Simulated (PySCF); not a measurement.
EPR parameters of [C6H8ClNO]+

C6H8ClNO (charge +1 and doublet state).
Cartesian coordinates in Å at the GFN2-xTB level; atoms count from 1:
```xyz
17
C6H8ClNO angstrom
C      3.0529   -0.5420   -0.8199
C      1.8627   -1.1801   -0.9051
N      0.7948   -0.8749   -0.1856
C     -0.0261    0.0472    0.0505
C     -0.9177    0.0196    1.1965
C     -0.7537   -0.9214    2.1778
Cl     0.5015   -2.0322    2.1790
O     -1.8902    0.9156    1.3599
C     -2.3674    1.6738    0.2616
H      3.1910    0.3125   -0.1783
H      3.9037   -0.8935   -1.3755
H      1.7567   -2.0898   -1.4874
H     -0.1227    0.9071   -0.6184
H     -1.4677   -0.9838    2.9881
H     -3.2528    2.1890    0.6313
H     -2.6387    1.0402   -0.5856
H     -1.6334    2.4248   -0.0495
```

The hyperfine couplings belong to this conformer and change with its torsions.

As a line formula: `[CH2+][CH]/N=C/C(=C\Cl)OC` [radical] (charge +1).

Theory: UKS B3LYP, pcH-1 on C Cl H N O, non-relativistic, mean-field spin-orbit, GIAO (PySCF 2.14.0). Isolated species at its GFN2-xTB geometry (one conformer only). A GFN2-xTB geometry isn't a minimum of the functional, and hyperfine couplings can be far from their values at a DFT geometry, by a factor of two or more for some ions and for spin on atoms past the first row. The frame is twisted about the C2–N3 bond at this geometry (dihedral C1–C2–N3–C4 = 62°); couplings at other torsion angles weren't computed. Stability of the SCF solution: not tested.

```json
{
  "g1, g2, g3": "2.00303, 2.00490, 2.01779",
  "g_iso": "2.00857",
  "Form of g": "close to axial: the two nearest values differ by 13 % of g3 − g1",
  "⟨S²⟩": "0.7724 (exact 0.7500)",
  "α and β electrons": "38, 37",
  "HOMO–LUMO gap, α and β orbitals": "3.74, 1.67 eV",
  "Total energy": "-823.27347 Eh"
}
```

Isotropic coupling and dipolar principal values T1 to T3, in MHz; ρ(0) is the spin density at the nucleus:

| atom | isotope | a_iso | of which spin–orbit | T1 | T2 | T3 | Mulliken spin population | ρ(0) (bohr⁻³) |
| --- | --- | --- | --- | --- | --- | --- | --- | --- |
| C1 | 13C | 37.3 | -0.2 | -39.4 | -38.5 | 77.8 | 0.51 | 0.0333 |
| C2 | 13C | -24.8 | 0.1 | -16.0 | 4.3 | 11.7 | -0.10 | -0.0221 |
| N3 | 14N | 48.3 | 0.3 | -20.2 | -19.8 | 40.0 | 0.37 | 0.1487 |
| C4 | 13C | -8.0 | 0.1 | -11.3 | 2.4 | 8.9 | -0.07 | -0.0072 |
| C5 | 13C | 1.8 | -0.2 | -8.2 | -3.2 | 11.4 | 0.03 | 0.0018 |
| C6 | 13C | 5.1 | 0.3 | -9.5 | -9.4 | 18.9 | 0.10 | 0.0043 |
| Cl7 | 35Cl | 14.3 | 0.9 | -24.8 | -21.2 | 46.0 | 0.11 | 0.0306 |
| O8 | 17O | -4.0 | 0.1 | -14.9 | 6.9 | 8.0 | 0.04 | 0.0068 |
| C9 | 13C | -1.5 | 0.0 | -0.6 | -0.2 | 0.8 | 0.00 | -0.0014 |
| H10 | 1H | -31.4 | 0.0 | -16.3 | -2.5 | 18.8 | -0.02 | -0.0070 |
| H11 | 1H | -32.1 | 0.0 | -18.7 | -1.9 | 20.6 | -0.02 | -0.0072 |
| H12 | 1H | 2.8 | 0.0 | -4.5 | 0.8 | 3.7 | 0.00 | 0.0006 |
| H13 | 1H | 103.9 | 0.0 | -3.5 | -0.2 | 3.7 | 0.05 | 0.0232 |
| H14 | 1H | 0.3 | 0.0 | -4.3 | -2.3 | 6.6 | 0.00 | 0.0001 |
| H15 | 1H | 3.9 | 0.0 | -0.8 | -0.6 | 1.5 | 0.00 | 0.0009 |
| H16 | 1H | 2.6 | 0.0 | -0.9 | -0.2 | 1.1 | 0.00 | 0.0006 |
| H17 | 1H | 17.0 | 0.0 | -1.3 | 0.3 | 1.0 | 0.00 | 0.0038 |

The Mulliken spin populations are largest on C1 (+0.51), N3 (+0.37), Cl7 (+0.11) and C6 (+0.10). The angles at C1 add up to 360.0°, so it is planar.

C2, the radical centre as drawn in `[CH2+][CH]/N=C/C(=C\Cl)OC`, holds a spin population of -0.10 out of 1.

Under fast tumbling the dipolar parts average out, and these isotropic splittings remain (the largest six): 1 × 1H (H13, I = 1/2, 2 lines) with 3.70 mT, 1 × 14N (N3, I = 1, 3 lines) with 1.72 mT, 1 × 1H (H11, I = 1/2, 2 lines) with 1.14 mT, 1 × 1H (H10, I = 1/2, 2 lines) with 1.12 mT, 1 × 35Cl (Cl7, I = 3/2, 4 lines) with 0.51 mT and 3 × 1H (H15/H16/H17, I = 1/2, 4 lines) with 0.28 mT.

Class means assume fast exchange of nuclei equivalent by connectivity; if that motion is slow, each nucleus keeps its own coupling. H10 and H11 aren't averaged: C1 is flat or nearly so (angle sum 360°), and its turn about the short C1–C2 bond (1.35 Å) is taken as slow. The three 1H nuclei of mean +7.8 MHz run from 2.6 to 17.0 MHz in the frozen geometry.

Main isotope only: 35Cl (natural samples also hold 24 % 37Cl, magnetic too, which adds its own pattern).

The 13C coupling of C1 (37.3 MHz) shows only in satellite lines or after enrichment, since that isotope makes up about 1.07 % of natural carbon.

The spin density at the nucleus, in bohr⁻³, is negative for C2 (-0.0221), C4 (-0.0072) and H11 (-0.0072), for instance. A restricted open-shell determinant has no negative spin density anywhere; here it arises because α and β orbitals differ (spin polarisation).

Hardware: one thread, Arm Neoverse V1 (aarch64), shared host with 32 logical CPUs at a one-minute load of 19. Cost: 2.5 min (grids of density and orbitals included), 1.2 GiB resident at most.
